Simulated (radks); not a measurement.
The numbers below are computed, except where a source is named.
Question: Cr III, 22 electrons, occupied as [Ar] 3d4 (the NIST ground configuration). Code: a radial shooting solver on a logarithmic mesh with Libxc functionals. Model: Dirac Kohn-Sham, LB94 model potential, spin-unpolarised, spherical densities, finite nucleus; open shells fill j = l - 1/2 first; Fermi nuclear charge, rms radius 3.6452 fm. Some entries of the table are withheld. Estimate them.

orbital  occ.  eigenvalue (hartree)  <r^2> (bohr^2)
1s1/2       2             -219.3904             (1)
2s1/2       2                   (2)          0.1006
2p1/2       2             -22.43896         0.08101
2p3/2       4             -22.11410         0.08268
3s1/2       2              -3.76001          0.9389
3p1/2       2              -2.74786             (3)
3p3/2       4              -2.70914             (4)
3d3/2       4              -1.14254           1.818
3d5/2       0              -1.13872           1.830

Answer: 
(1) 1s1/2 <r^2> (bohr^2): 0.005397
(2) 2s1/2 eigenvalue (hartree): -26.11957
(3) 3p1/2 <r^2> (bohr^2): 1.072
(4) 3p3/2 <r^2> (bohr^2): 1.092
